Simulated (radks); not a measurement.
Cr3+, configuration [Ar] 3d3.

All-electron calculation, Dirac Kohn-Sham, OLYP, spin-unpolarised, spherical densities, point nucleus; open shells fill j = l - 1/2 first. Program: a radial shooting solver on a logarithmic mesh with Libxc functionals.

Energy parts (hartree):
total: -1049.01492
kinetic: 1061.46546
electron-nucleus: -2475.00641
Hartree: 412.57663
exchange-correlation: -48.05061

Orbitals (lengths in bohr, moments of r in powers of bohr; <r^-3> diverges for s and p1/2; r(90%) holds 90 % of the orbital's charge):
| orbital | occ. | eigenvalue (hartree) | r(90%) | <r^-3> | <r^4> |
|---|---|---|---|---|---|
| 1s1/2 | 2 | -217.5152 | 0.114 | - | 0.00007597 |
| 2s1/2 | 2 | -26.04386 | 0.454 | - | 0.01798 |
| 2p1/2 | 2 | -22.34403 | 0.423 | - | 0.01373 |
| 2p3/2 | 4 | -22.02624 | 0.427 | 354.5 | 0.01425 |
| 3s1/2 | 2 | -4.15560 | 1.32 | - | 1.305 |
| 3p1/2 | 2 | -3.11393 | 1.42 | - | 1.759 |
| 3p3/2 | 4 | -3.07467 | 1.44 | 44.11 | 1.818 |
| 3d3/2 | 3 | -1.44381 | 1.84 | 4.012 | 5.158 |
| 3d5/2 | 0 | -1.43973 | 1.85 | 3.959 | 5.211 |

The highest occupied level is 3d3/2 at -39.288 eV. Summed over all electrons, <r^2> = 13.26 bohr^2, which gives a Langevin (diamagnetic) susceptibility term of -10.5 x 10^-6 cm^3/mol.
